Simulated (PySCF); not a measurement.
# A small calculation by hand: oscillator strength and radiative lifetime

C₄H₁₀OSi, SMILES C1CC1([SiH2]O)C.

Geometry optimised at B3LYP-D3(BJ)/def2-SVP. The structure was generated by enumeration, and PubChem lists no compound with its InChIKey, so it may never have been made. Other conformers were not sampled.

TDA-ωB97X/def2-SVPD (PySCF) puts the first singlet state with f over 0.02 at 8.22 eV (vertical), with the transition dipole (0.382, 0.131, -0.108) in atomic units.

**Question.** Find the oscillator strength, the wavelength and the radiative lifetime that this transition would have in vacuum if emission retraced absorption.

**Answer.** 
|μ|² = 0.1747 au, so |μ| = 1.06 D. ΔE = 8.22/27.211 = 0.3021 hartree. f = (2/3) ΔE |μ|² = 0.035 (the program prints 0.035).
λ = 1239.84/8.22 = 151 nm; ν = 66299 cm⁻¹.
Einstein's coefficient A = 0.6670 ν² f s⁻¹ (ν in cm⁻¹) = 1.0e8 s⁻¹, so τ = 1/A = 9.7 ns. This state is S3; the lower singlets have f = 0.008, 0.019. The figure is the radiative limit of this one transition; relaxation, internal conversion, crossing to triplets and a medium change what is measured.
